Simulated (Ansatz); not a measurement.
`F[CH2][SnH2][SH]`, charge 0, multiplicity 1.

Question: Give a relaxed structure at PBE0-D4/def2-TZVP (the Gaussian-basis code of Ansatz). (Estimate.)

Answer: Computed: 
```xyz
9

F    -1.306    0.980   -1.159
C     0.022    0.585   -1.205
Sn    0.390   -0.817    0.408
S    -0.082    0.347    2.455
H     0.651    1.470   -1.085
H     0.216    0.133   -2.181
H    -0.633   -2.173    0.245
H     2.032   -1.271    0.495
H    -1.292    0.745    2.028
```
This is one stationary point; other conformers may exist.
